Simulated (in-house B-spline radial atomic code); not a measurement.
# Two electrons outside the [Kr] 4d10 5s2 core: Te III (Te2+)

Computed with a B-spline radial code for spherical atoms: configuration interaction (CI) of the two valence electrons in the field of the frozen Dirac-Fock core, alone and with many-body perturbation theory for the core (screened one- and two-electron correlation potentials), Breit and QED terms; no-pair Dirac Hamiltonian, finite nucleus. Labels give the configuration (outer n counted up each series) and the leading LS term, or the jj pair where no LS term holds 70 %.

The outer s² shell of this core is soft: its mixing with p² is only treated to second order, so levels can be several per cent off.

Command:
```bash
python run_mb.py task.json out
```
Settings (nuclear radius in fm, box in bohr, cutoff in hartree):
```
basis_form          3
Z                   52
core_configuration  [Kr] 4d10 5s2
rms_radius          4.7423
mass_number         130
speed_of_light      137.036
box_radius          22.5
lmax                6
intervals           65
virtual_cutoff      5408.0
```

Cost of the run: 3.2 min on 1 thread of Arm Neoverse N1, with other jobs on the host.

Excitation energies (cm⁻¹):

```json
{"level": "5p2 3P0", "purity of the LS term": "0.935", "CI alone": "0", "CI + MBPT + Breit + QED": "0", "Landé g of the LS mixture": "-"}
{"level": "5p2 3P1", "purity of the LS term": "0.999", "CI alone": "?", "CI + MBPT + Breit + QED": "?", "Landé g of the LS mixture": "?"}
{"level": "5p2 3P2", "purity of the LS term": "0.739", "CI alone": "8143", "CI + MBPT + Breit + QED": "7989", "Landé g of the LS mixture": "1.37"}
{"level": "5p2 1D2", "purity of the LS term": "0.738", "CI alone": "?", "CI + MBPT + Breit + QED": "?", "Landé g of the LS mixture": "?"}
{"level": "5p2 1S0", "purity of the LS term": "0.935", "CI alone": "29687", "CI + MBPT + Breit + QED": "31220", "Landé g of the LS mixture": "-"}
```

**Question.** Where does 5p2 3P1 lie?

**Answer.** 4596 cm⁻¹ in CI alone and 4760 cm⁻¹ with all corrections; g = 1.50.

**Question.** Where does 5p2 1D2 lie?

**Answer.** 17735 cm⁻¹ in CI alone and 16837 cm⁻¹ with all corrections; g = 1.13.

**Question.** What is the first ionisation energy?

**Answer.** 27.907 eV to the 5p1/2 state of the next ion (26.808 eV from CI alone). NIST lists 27.84 ± 0.04 eV (measured).
